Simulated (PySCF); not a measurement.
# SMILES CCn1nncc1C, C5H9N3

Geometry (Å), atoms numbered from 1 in this order:
```xyz
17

C     2.155   -0.089    0.309
C     1.183    0.251   -0.818
N    -0.067   -0.438   -0.659
N    -0.277   -1.617   -1.238
N    -1.442   -2.035   -0.919
C    -2.028   -1.131   -0.113
C    -1.153   -0.081    0.074
C    -1.264    1.182    0.841
H     3.103    0.415    0.142
H     1.760    0.224    1.272
H     2.327   -1.162    0.336
H     0.996    1.328   -0.851
H     1.600   -0.072   -1.775
H    -3.014   -1.276    0.276
H    -1.099    2.043    0.193
H    -2.258    1.255    1.274
H    -0.530    1.216    1.646
```

Computed, not measured: GIAO B97-2/pcSseg-1 magnetisability, rotational g tensor and spin-rotation constants, non-relativistic, gas phase in PySCF 2.14.0. Geometry: GFN2-xTB.

(1) What are the magnetisability and the molar susceptibility?

(2) Split it along the inertial axes a, b, c into diamagnetic and paramagnetic parts about the centre of mass, with the quadrupole moment.

(3) And the rotational g tensor?

Results:

(1) Isotropic -1204 × 10⁻³⁰ J/T², or -72.5 × 10⁻⁶ cm³/mol; principal values -1714, -1006, -892 × 10⁻³⁰ J/T², anisotropy 772 × 10⁻³⁰ J/T² (root of half the summed squared differences of the principal values). The susceptibility is in cgs units.

(2) 
| axis | χ (10⁻⁶ cm³/mol) | diamagnetic (10⁻⁶ cm³/mol) | paramagnetic (10⁻⁶ cm³/mol) | summed x² of all electrons (Å²) | quadrupole Θ (D Å) |
| --- | --- | --- | --- | --- | --- |
| a | -58.3 | -493.1 | 434.8 | 143.9 | +3.27 |
| b | -59.9 | -713.5 | 653.6 | 91.9 | -3.39 |
| c | -99.4 | -1000.4 | 901.0 | 24.3 | +0.12 |

Anisotropies 2χaa − χbb − χcc = +42.7 and 2χbb − χaa − χcc = +37.9 × 10⁻⁶ cm³/mol. Θ is traceless in Buckingham's convention.

(3) 
```
axis  rotational constant (GHz)        g  nuclear part  electronic part
   a                     3.1770  -0.0442        0.6047          -0.6489
   b                     2.0142  -0.0228        0.5957          -0.6185
   c                     1.3687  +0.0086        0.5879          -0.5794
```
Asymmetric top; isotopes 12C, 1H, 14N; no vibrational averaging.
